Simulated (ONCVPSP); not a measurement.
**Potentials for manganese compared**

Generated with ld1.x 7.5 (TM, RRKJ, ultrasoft, PAW), atompaw 4.2 or ONCVPSP 4.0.1. The cutoff is in Ry: for ld1.x and atompaw files where the sum of valence levels is converged to 10 mRy in a Bessel basis, for ONCV files where the hardest occupied wave has 1 mHa per electron of residual kinetic energy. The error is the largest all-electron minus pseudo excitation energy over each file’s own four to seven test configurations (ionisations up to +4, promotions, holes and added fractions of an electron), all of which were solved. The labels leave out finer settings (local radius, basis sizes, second energies), which also bear on the numbers. Spin-polarised tests are not counted. The rows are a selection from randomly drawn settings: files with unsolved tests, undetermined cutoffs or missed reference levels are left out.

A true bound ghost makes a file unfit for plane-wave use even where its test errors are small: the radial tests pick states by their node count and pass the ghost by.

```tsv
potential	cutoff (Ry)	largest error (meV)	bound ghosts
ONCV, LDA (Perdew-Zunger), scalar-relativistic, rc 1.10/1.30/1.10 (spd), local d, core correction yes, reference 3s2 3p6 3d4, qcut 11.9/9.9/13.4, projectors 2/2/0	144	+14	s
ONCV, PBEsol, scalar-relativistic, rc 2.50/2.70/1.55 (spd), local smoothed, core correction no, reference 3d5.5 4s1.5, qcut 2/2.9/9.4, projectors 3/2/3	73	-177	none
ONCV, PBE, scalar-relativistic, rc 1.15/1.15/1.35 (spd), local smoothed, core correction no, reference 3s2 3p6 3d5 4s2, qcut 12.9/14.3/14.1, projectors 2/2/2	125	+12	none
ONCV, LDA (Perdew-Zunger), scalar-relativistic, rc 1.40/1.05/1.20 (spd), local smoothed, core correction no, reference 3s2 3p6 3d5 4s2, qcut 8.7/13.5/10.8, projectors 2/2/1	101	-203	none
```

Q: Fill in the row for Mn: ONCV, PBE, scalar-relativistic, rc 1.65/1.25/1.45 (spd), local smoothed, core correction yes, reference 3s2 3p6 3d5 4s1.75, qcut 8.6/12.7/11.2, projectors 3/3/1.

A: cutoff 92 Ry, largest error +0.7 meV, bound ghosts: none.

Q: Fill in the row for Mn: ONCV, PBEsol, scalar-relativistic, rc 2.55/2.00/1.60 (spd), local smoothed, core correction yes, reference 3d5 4s0.5, qcut 3/5/8.4, projectors 1/1/2.

A: cutoff 61 Ry, largest error -11 meV, bound ghosts: none.

Q: Fill in the row for Mn: ONCV, PW91, scalar-relativistic, rc 1.45/0.85/1.20 (spd), local smoothed, core correction yes, reference 3s2 3p6 3d5 4s2, qcut 6.7/10.3/10.7, projectors 2/2/2.

A: cutoff 118 Ry, largest error -1.8 meV, bound ghosts: none.
